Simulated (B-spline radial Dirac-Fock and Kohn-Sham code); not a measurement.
These are calculated numbers from a radial finite-basis atomic code; the model is relaxed Dirac-Fock hole states (ΔSCF) with Breit and QED corrections and a finite nucleus. Free neutral atoms.

Question: Order these X-ray lines by photon energy, lowest first.
A. Pm Lβ15
B. Xe Lγ5
C. Pr Lβ7
D. Tb Lγ5
E. Er Lγ5
F. Ce Lβ1

Answer: B (4885.0 eV), F (5262.2 eV), C (5920.3 eV), A (6329.0 eV), D (7847.2 eV), E (8806.7 eV).
